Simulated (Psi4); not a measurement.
Br3Ti (SMILES [Br][Ti]([Br])[Br]), doublet, geometry from GFN2-xTB (such geometries of metal compounds can be far from the true shape) (the multiplicity is a formal guess). Base run: Psi4 1.11 with B3LYP/pcseg-1.

Here is a job for Psi4.
```
memory 2 GB

molecule {
0 2
Ti   -0.27794159    0.25662649    0.50991671
Br   -1.66330598   -1.44719667   -0.34393249
Br    0.03283817    1.93019788   -1.11915696
Br    1.80517395   -0.64430929    1.14257038
}

set {
  basis pcseg-1
  reference uks
}

energy('b3lyp')
print_variables()
```

The base run was repeated with changes; each row names its change, and settings that it needs were set with it.

```csv
change,basis functions,E (Eh),dipole (D),core-seconds (rough),outcome
base,112,-8571.23066,3.26,20,converged
basis = 3-21G,[?],[?],[?],30,converged
basis = 6-31G**,144,-8570.85435,2.70,20,converged
basis = 6-31G*,144,-8570.85435,2.70,50,converged
basis = aug-cc-pVDZ,[?],[?],[?],100,converged
basis = pcseg-2,185,-8572.37102,3.24,50,converged
basis = def2-TZVP,[?],[?],[?],50,converged
basis = cc-pVTZ,197,-8572.38031,2.37,200,converged
basis = aug-cc-pVTZ,270,-8572.38174,2.33,200,converged
basis = cc-pVQZ,308,-,-,-,cut at the time limit
basis = def2-QZVP,309,-8572.40416,2.37,100,converged
```

Q: Fill in the missing entries.

A: 
- basis = 3-21G, basis functions: 98
- basis = 3-21G, E (Eh): -8530.94895
- basis = 3-21G, dipole (D): 3.04
- basis = aug-cc-pVDZ, basis functions: 167
- basis = aug-cc-pVDZ, E (Eh): -8571.75977
- basis = aug-cc-pVDZ, dipole (D): 2.34
- basis = def2-TZVP, basis functions: 189
- basis = def2-TZVP, E (Eh): -8572.22234
- basis = def2-TZVP, dipole (D): 2.38

Totals compare only among sets that treat the same electrons; sets with core potentials leave the core out.

Open shells are given as the SCF converged; they aren't shown to be the lowest states, and a large step between rows can be another state.
